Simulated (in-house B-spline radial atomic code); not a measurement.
Configurations of Mn⁵⁺, with energies counted from [Ar] 3d2. Level of theory: scalar-relativistic (X2C) LC-wPBE, spin-polarised, spherical fractional occupations, exact exchange averaged over the configuration, Fermi nucleus of rms radius 3.7057 fm; calculated with a radial B-spline atomic code at the basis-set limit. Shells without spins written out take the highest spin.

Occupations are held fixed; configurations that lie above the ionisation limit could autoionise.

| configuration | E - E(ref) (eV) | highest orbital | its <r> (bohr) |
| --- | --- | --- | --- |
| [Ar] 3d1 4s1 | 30.493 | 4s up | 1.942 |
| [Ar] 3d1 4f1 | 63.304 | 4f up | 2.775 |
| [Ne] 3s2 3p5 3d2 4s1 | 77.833 | 4s up | 1.931 |

(1) Order these further configurations by energy, lowest first.
A. [Ar] 3d1 4p1
B. [Ne] 3s2 3p5 3d3
C. [Ne] 3s2 3p5 3d2 4f1
D. [Ne] 3s2 3p5 3d2 4p1

## Answers

(1) A (39.627 eV), B (46.295 eV), D (87.032 eV), C (110.89 eV).
